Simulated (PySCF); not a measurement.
H3S2, SMILES S[SH2+], charge +1.

Coordinates come from a B3LYP-D3(BJ)/def2-TZVP optimisation. The isomer is the one that the SMILES or the coordinates give; other isomers of the formula were not compared.

Two levels are set side by side: TDA-PBE/def2-TZVPD (PySCF) and ADC(2)/aug-cc-pVDZ (PySCF). Vertical, same geometry; the bases differ. Differences are taken from unrounded values.

```tsv
quantity	ADC(2)
lowest singlet excitation (eV)	4.56
```

Question: What does TDA-PBE give, and how far is it from ADC(2)? (An estimate is asked for; the answer gives what the named calculation found.)

Answer: 
```
quantity                        TDA-PBE  TDA-PBE minus ADC(2)
------------------------------  -------  --------------------
lowest singlet excitation (eV)     4.12                 -0.44
```

A lower first singlet is the usual sign of a functional without exact exchange. Differences between two approximate levels are no errors against the true value.

Rough cost on one machine, each run with all the roots and properties that it gave: ADC(2) against TDA-PBE about 4 times.
